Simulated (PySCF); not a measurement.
C4H8Si2, SMILES [SiH3]C1=CC=C[SiH2]1. Coordinates come from a r2SCAN-D4/def2-SVP optimisation. This is a generated structure with no PubChem entry under its InChIKey; it may be hypothetical.

All values below come from PySCF with r2SCAN-D4/def2-SVP.

Harmonic wavenumbers (cm⁻¹): 98, 145, 164, 245, 373, 403, 516, 543, 623, 653, 668, 710, 710, 747, 831, 918, 933, 934, 936, 951, 995, 997, 1008, 1105, 1270, 1331, 1538, 1610, 2204, 2208, 2214, 2215, 2216, 3125, 3153, 3213. Rotational constants (GHz): 4.659, 1.577, 1.212; symmetry number 1.

### Question
Work out the zero-point energy and the ideal-gas rigid-rotor harmonic-oscillator thermochemistry at 298.15 K and 1 atm.

### Answer
ZPE = ½ Σ hcν = ½ × 42504 cm⁻¹ = 254.23 kJ/mol. H − E(el) = 276.61 kJ/mol. Entropy in J/(mol K): translation 167.62, rotation 117.07, vibration 70.60, total 355.30. G − E(el) = 170.68 kJ/mol. Cp = 128.49 J/(mol K). Modes under 150 cm⁻¹ make the vibrational entropy uncertain.
